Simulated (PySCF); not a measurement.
ammonia (H3N), singlet, at a GFN2-xTB geometry, with bond 2-1 at 1.4 times its length; CASSCF(6,4)/6-31G (PySCF).

The PySCF input:
```python
from pyscf import gto, scf, mcscf
import numpy

mol = gto.M(
    atom='''
N    -0.000889    0.002201    0.110024
H     0.022583    1.312972   -0.429695
H     0.812490   -0.488757   -0.240501
H    -0.822147   -0.465118   -0.254176
''',
    basis='6-31g',
    charge=0,
    spin=0,
    verbose=4,
)

mf = scf.RHF(mol)
mf.kernel()
mc = mcscf.CASSCF(mf, 4, 6)
mc.fix_spin_(ss=0.0)
mc.kernel()
occ = numpy.linalg.eigvalsh(mc.fcisolver.make_rdm1(mc.ci, mc.ncas, mc.nelecas))[::-1]
ss = mc.fcisolver.spin_square(mc.ci, mc.ncas, mc.nelecas)[0]
print('natural occupations', occ.round(4), ' <S^2>', round(ss, 4))
```

Question: Write the output that PySCF gives for this input, abridged.

Answer: 
```
PySCF version 2.14.0

[INPUT] verbose = 4
[INPUT] num. atoms = 4
[INPUT] num. electrons = 10
[INPUT] charge = 0
[INPUT] spin (= nelec alpha-beta = 2S) = 0
[INPUT] symmetry False subgroup None
[INPUT] Mole.unit = angstrom
[INPUT] Symbol           X                Y                Z      unit          X                Y                Z       unit  Magmom
[...]
nuclear repulsion = 10.7877975307798
number of shells = 11
number of NR pGTOs = 34
number of NR cGTOs = 15
basis = 6-31g
ecp = {}

******** <class 'pyscf.scf.hf.RHF'> ********
method = RHF
initial guess = minao
damping factor = 0
level_shift factor = 0
DIIS = <class 'pyscf.scf.diis.CDIIS'>
diis_start_cycle = 1
diis_space = 8
diis_damp = 0
SCF conv_tol = 1e-09
SCF conv_tol_grad = None
SCF max_cycles = 50
direct_scf = True
direct_scf_tol = 1e-13
Set gradient conv threshold to 3.16228e-05
Initial guess from minao.
init E= -55.7393737447269
[...]
cycle= 1 E= -56.0759025621871  delta_E= -0.337  |g|= 0.192  |ddm|= 1.43
[...]
cycle= 2 E= -56.0874739169715  delta_E= -0.0116  |g|= 0.088  |ddm|= 0.217
[...]
cycle= 3 E= -56.0893990098904  delta_E= -0.00193  |g|= 0.0258  |ddm|= 0.0828
[...]
cycle= 4 E= -56.089744426137  delta_E= -0.000345  |g|= 0.00628  |ddm|= 0.036
[...]
cycle= 5 E= -56.0897834066192  delta_E= -3.9e-05  |g|= 0.00128  |ddm|= 0.0201
[...]
cycle= 6 E= -56.0897855265779  delta_E= -2.12e-06  |g|= 0.000497  |ddm|= 0.00489
[...]
cycle= 7 E= -56.0897858982023  delta_E= -3.72e-07  |g|= 9.07e-05  |ddm|= 0.00237
[...]
cycle= 8 E= -56.0897859088473  delta_E= -1.06e-08  |g|= 1.8e-05  |ddm|= 0.00034
[...]
cycle= 9 E= -56.0897859092058  delta_E= -3.58e-10  |g|= 1.5e-06  |ddm|= 7.48e-05
[...]
Extra cycle  E= -56.0897859092068  delta_E= -1.07e-12  |g|= 6.55e-07  |ddm|= 2.62e-06
converged SCF energy = -56.0897859092068

******** <class 'pyscf.mcscf.mc1step.CASSCF'> ********
CAS (3e+3e, 4o), ncore = 2, nvir = 9
max_cycle_macro = 50
max_cycle_micro = 4
conv_tol = 1e-07
conv_tol_grad = None
orbital rotation max_stepsize = 0.02
orbital rotation threshold for CI restart = 0.01
augmented hessian ah_max_cycle = 30
augmented hessian ah_conv_tol = 1e-12
augmented hessian ah_linear dependence = 1e-14
augmented hessian ah_level shift = 1e-08
augmented hessian ah_start_tol = 2.5
augmented hessian ah_start_cycle = 3
augmented hessian ah_grad_trust_region = 3
kf_trust_region = 3
kf_interval = 4
ci_response_space = 4
ci_grad_trust_region = 3
with_dep4 0
natorb = False
canonicalization = True
sorting_mo_energy = False
ao2mo_level = 2
internal_rotation = False
******** <class 'pyscf.fci.addons.SpinPenaltyFCISolver'> ********
max. cycles = 50
conv_tol = 1e-08
davidson only = True
linear dependence = 1e-12
level shift = 0.001
max iter space = 12
nroots = 1
pspace_size = 400
spin = None
CASCI E = -56.1025340615396  S^2 = 0.0000000
Set conv_tol_grad to 0.000316228
macro iter   1 ( 21 JK    4 micro), CASSCF E = -56.1255234913275  dE = -2.29894298e-02  S^2 = 0.0000000
               |grad[o]|=0.0323  |grad[c]|=0.0297  |ddm|=0.0623  |maxRot[o]|=0.307
macro iter   2 ( 19 JK    4 micro), CASSCF E = -56.1263418661187  dE = -8.18374791e-04  S^2 = 0.0000000
               |grad[o]|=0.0206  |grad[c]|=0.00149  |ddm|=0.00584  |maxRot[o]|=0.0824
macro iter   3 ( 21 JK    4 micro), CASSCF E = -56.1263517190135  dE = -9.85289476e-06  S^2 = 0.0000000
               |grad[o]|=0.00337  |grad[c]|=0.00593  |ddm|=0.000976  |maxRot[o]|=0.00369
macro iter   4 ( 21 JK    4 micro), CASSCF E = -56.1263564556306  dE = -4.73661710e-06  S^2 = 0.0000000
               |grad[o]|=0.00281  |grad[c]|=0.00591  |ddm|=0.00104  |maxRot[o]|=0.00262
macro iter   5 ( 21 JK    4 micro), CASSCF E = -56.1263586071085  dE = -2.15147788e-06  S^2 = 0.0000000
               |grad[o]|=0.00265  |grad[c]|=0.0059  |ddm|=0.00111  |maxRot[o]|=0.00182
macro iter   6 ( 21 JK    4 micro), CASSCF E = -56.1263595753210  dE = -9.68212554e-07  S^2 = 0.0000000
               |grad[o]|=0.00267  |grad[c]|=0.0059  |ddm|=0.00117  |maxRot[o]|=0.00126
macro iter   7 ( 21 JK    4 micro), CASSCF E = -56.1263600056305  dE = -4.30309456e-07  S^2 = 0.0000000
               |grad[o]|=0.00273  |grad[c]|=0.00589  |ddm|=0.00121  |maxRot[o]|=0.000876
macro iter   8 ( 21 JK    4 micro), CASSCF E = -56.1263601961947  dE = -1.90564265e-07  S^2 = 0.0000000
               |grad[o]|=0.0028  |grad[c]|=0.00589  |ddm|=0.00125  |maxRot[o]|=0.000609
macro iter   9 ( 21 JK    4 micro), CASSCF E = -56.1263602809892  dE = -8.47944861e-08  S^2 = 0.0000000
               |grad[o]|=0.00285  |grad[c]|=0.00589  |ddm|=0.00128  |maxRot[o]|=0.000423
macro iter  10 ( 21 JK    4 micro), CASSCF E = -56.1263921899639  dE = -3.19089746e-05  S^2 = 0.0000000
               |grad[o]|=0.00289  |grad[c]|=0.000563  |ddm|=0.000132  |maxRot[o]|=0.048
macro iter  11 ( 21 JK    4 micro), CASSCF E = -56.1263935500667  dE = -1.36010288e-06  S^2 = 0.0000000
               |grad[o]|=0.00262  |grad[c]|=0.00191  |ddm|=0.00045  |maxRot[o]|=0.00359
macro iter  12 ( 21 JK    4 micro), CASSCF E = -56.1263940395603  dE = -4.89493551e-07  S^2 = 0.0000000
               |grad[o]|=0.00229  |grad[c]|=0.00346  |ddm|=0.000797  |maxRot[o]|=0.00232
macro iter  13 ( 21 JK    4 micro), CASSCF E = -56.1263940852219  dE = -4.56616078e-08  S^2 = 0.0000000
               |grad[o]|=0.00212  |grad[c]|=0.00466  |ddm|=0.00105  |maxRot[o]|=0.000179
macro iter  14 ( 21 JK    4 micro), CASSCF E = -56.1264084414769  dE = -1.43562550e-05  S^2 = 0.0000000
               |grad[o]|=0.00211  |grad[c]|=0.000454  |ddm|=0.000147  |maxRot[o]|=0.0216
macro iter  15 ( 21 JK    4 micro), CASSCF E = -56.1264259946664  dE = -1.75531895e-05  S^2 = 0.0000000
               |grad[o]|=0.00198  |grad[c]|=0.000957  |ddm|=0.000115  |maxRot[o]|=0.0273
macro iter  16 ( 21 JK    4 micro), CASSCF E = -56.1264431418521  dE = -1.71471857e-05  S^2 = 0.0000000
               |grad[o]|=0.00165  |grad[c]|=0.00093  |ddm|=9.98e-05  |maxRot[o]|=0.0355
macro iter  17 ( 21 JK    4 micro), CASSCF E = -56.1264568704501  dE = -1.37285980e-05  S^2 = 0.0000000
               |grad[o]|=0.00163  |grad[c]|=0.00129  |ddm|=0.000747  |maxRot[o]|=0.0309
macro iter  18 ( 21 JK    4 micro), CASSCF E = -56.1264693859599  dE = -1.25155098e-05  S^2 = 0.0000000
               |grad[o]|=0.0012  |grad[c]|=0.000986  |ddm|=0.000674  |maxRot[o]|=0.038
macro iter  19 ( 17 JK    4 micro), CASSCF E = -56.1264974022062  dE = -2.80162463e-05  S^2 = 0.0000000
               |grad[o]|=0.00138  |grad[c]|=0.00493  |ddm|=0.000787  |maxRot[o]|=0.0709
macro iter  20 ( 21 JK    4 micro), CASSCF E = -56.1265012938134  dE = -3.89160722e-06  S^2 = 0.0000000
               |grad[o]|=0.00135  |grad[c]|=0.00255  |ddm|=0.000318  |maxRot[o]|=0.00764
macro iter  21 ( 21 JK    4 micro), CASSCF E = -56.1265049604677  dE = -3.66665427e-06  S^2 = 0.0000000
               |grad[o]|=0.00164  |grad[c]|=0.00258  |ddm|=0.000292  |maxRot[o]|=0.00772
macro iter  22 ( 21 JK    4 micro), CASSCF E = -56.1265086870161  dE = -3.72654839e-06  S^2 = 0.0000000
               |grad[o]|=0.00196  |grad[c]|=0.0026  |ddm|=0.000281  |maxRot[o]|=0.00804
macro iter  23 ( 21 JK    4 micro), CASSCF E = -56.1265125613402  dE = -3.87432414e-06  S^2 = 0.0000000
               |grad[o]|=0.00224  |grad[c]|=0.00261  |ddm|=0.00027  |maxRot[o]|=0.00846
macro iter  24 ( 21 JK    4 micro), CASSCF E = -56.1265166333864  dE = -4.07204613e-06  S^2 = 0.0000000
               |grad[o]|=0.00249  |grad[c]|=0.00262  |ddm|=0.000257  |maxRot[o]|=0.00896
macro iter  25 ( 21 JK    4 micro), CASSCF E = -56.1265209241450  dE = -4.29075866e-06  S^2 = 0.0000000
               |grad[o]|=0.0027  |grad[c]|=0.00263  |ddm|=0.000244  |maxRot[o]|=0.00954
macro iter  26 ( 21 JK    4 micro), CASSCF E = -56.1265254267924  dE = -4.50264740e-06  S^2 = 0.0000000
               |grad[o]|=0.00289  |grad[c]|=0.00264  |ddm|=0.00023  |maxRot[o]|=0.0102
macro iter  27 ( 21 JK    4 micro), CASSCF E = -56.1265301248686  dE = -4.69807615e-06  S^2 = 0.0000000
               |grad[o]|=0.00306  |grad[c]|=0.00265  |ddm|=0.000218  |maxRot[o]|=0.011
macro iter  28 ( 21 JK    4 micro), CASSCF E = -56.1265350696653  dE = -4.94479675e-06  S^2 = 0.0000000
               |grad[o]|=0.00321  |grad[c]|=0.00268  |ddm|=0.000215  |maxRot[o]|=0.0121
macro iter  29 ( 21 JK    4 micro), CASSCF E = -56.1265605113563  dE = -2.54416910e-05  S^2 = 0.0000000
               |grad[o]|=0.00334  |grad[c]|=0.00108  |ddm|=0.000144  |maxRot[o]|=0.0647
macro iter  30 ( 21 JK    4 micro), CASSCF E = -56.1265911395601  dE = -3.06282038e-05  S^2 = 0.0000000
               |grad[o]|=0.00224  |grad[c]|=0.0108  |ddm|=0.0016  |maxRot[o]|=0.0729
macro iter  31 ( 12 JK    3 micro), CASSCF E = -56.1266442800485  dE = -5.31404884e-05  S^2 = 0.0000000
               |grad[o]|=0.00221  |grad[c]|=0.0283  |ddm|=0.00258  |maxRot[o]|=0.149
macro iter  32 ( 12 JK    3 micro), CASSCF E = -56.1266677923918  dE = -2.35123433e-05  S^2 = 0.0000000
               |grad[o]|=0.00206  |grad[c]|=0.0238  |ddm|=0.000681  |maxRot[o]|=0.149
macro iter  33 ( 15 JK    4 micro), CASSCF E = -56.1266510924150  dE =  1.66999768e-05  S^2 = 0.0000000
               |grad[o]|=0.00157  |grad[c]|=0.0214  |ddm|=0.000645  |maxRot[o]|= 0.11
macro iter  34 ( 21 JK    4 micro), CASSCF E = -56.1266510719526  dE =  2.04624442e-08  S^2 = 0.0000000
               |grad[o]|=0.00115  |grad[c]|=0.000877  |ddm|=7.77e-05  |maxRot[o]|=0.0133
macro iter  35 ( 25 JK    4 micro), CASSCF E = -56.1266523800238  dE = -1.30807124e-06  S^2 = 0.0000000
               |grad[o]|=0.000871  |grad[c]|=0.000477  |ddm|=6.34e-05  |maxRot[o]|=0.0141
macro iter  36 ( 17 JK    4 micro), CASSCF E = -56.1266564253053  dE = -4.04528151e-06  S^2 = 0.0000000
               |grad[o]|=0.00071  |grad[c]|=0.00107  |ddm|=8.16e-05  |maxRot[o]|=0.021
macro iter  37 (  7 JK    2 micro), CASSCF E = -56.1266633243728  dE = -6.89906744e-06  S^2 = 0.0000000
               |grad[o]|=0.000538  |grad[c]|=0.00174  |ddm|=0.000184  |maxRot[o]|=0.0383
macro iter  38 (  7 JK    2 micro), CASSCF E = -56.1266706558023  dE = -7.33142949e-06  S^2 = 0.0000000
               |grad[o]|=0.000394  |grad[c]|=0.00346  |ddm|=0.000271  |maxRot[o]|=0.0518
macro iter  39 (  5 JK    2 micro), CASSCF E = -56.1266725295931  dE = -1.87379081e-06  S^2 = 0.0000000
               |grad[o]|=0.0002  |grad[c]|=0.000931  |ddm|=4.09e-05  |maxRot[o]|=0.0258
macro iter  40 (  3 JK    1 micro), CASSCF E = -56.1266729088263  dE = -3.79233214e-07  S^2 = 0.0000000
               |grad[o]|=9.3e-05  |grad[c]|=0.000432  |ddm|=3.92e-05  |maxRot[o]|=0.017
macro iter  41 (  1 JK    1 micro), CASSCF E = -56.1266729088334  dE = -7.13384907e-12  S^2 = 0.0000000
               |grad[o]|=2e-05  |grad[c]|=3.18e-06  |ddm|=2.56e-06  |maxRot[o]|=    0
1-step CASSCF converged in  41 macro (749 JK 150 micro) steps
CASSCF canonicalization
Density matrix diagonal elements [1.99990461 1.94277441 1.97899935 0.07832163]
CASSCF energy = -56.1266729088334
CASCI E = -56.1266729088334  E(CI) = -11.4993742016768  S^2 = 0.0000000
natural occupations [1.9999 1.9992 1.923  0.0779]  <S^2> 0.0
```
